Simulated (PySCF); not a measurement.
Diatomics of Si with group 13

PBE with triple-zeta basis sets in PySCF, for the lowest determinant that a PBE0 search found; no spin–orbit coupling. De refers to high-spin ground-configuration atoms. A positive dipole means M(−)Si(+).

| M | basis | state (unpaired electrons) | Re (Å) | ωe (cm⁻¹) | De (eV) | μ (D) |
| --- | --- | --- | --- | --- | --- | --- |
| B | def2-TZVPP | quartet (σ ↑, π ↑↑) | 1.928 | 731 | 3.75 | 0.64 |
| Ga | def2-TZVPP | quartet (σ ↑, π ↑↑) | 2.435 | 295 | 2.70 | -1.18 |
| In | x2c-TZVPPall | quartet (σ ↑, π ↑↑) | 2.627 | 252 | 2.49 | -1.82 |
| Tl | def2-TZVPP | quartet (σ ↑, π ↑↑) | 2.682 | 224 | 2.39 | -2.25 |

Problem. The row for M = Al is missing. Estimate Re, ωe and De as the mean of the rows for B and Ga, and compare with the calculation.

Solution. The means are 2.181 Å, 513 cm⁻¹ and 3.23 eV. PBE in def2-TZVPP gives AlSi as a quartet (σ ↑, π ↑↑) with Re = 2.431 Å, ωe = 370 cm⁻¹, De = 2.78 eV, so the estimate is off by -25.0 pm, +39 % and +0.45 eV.

The rows differ in basis set, which adds steps of its own.

These are scalar-relativistic numbers at best; spin–orbit coupling would shift them, the dissociation energy most. States were picked by a PBE0 search and need not be the measured ground states.
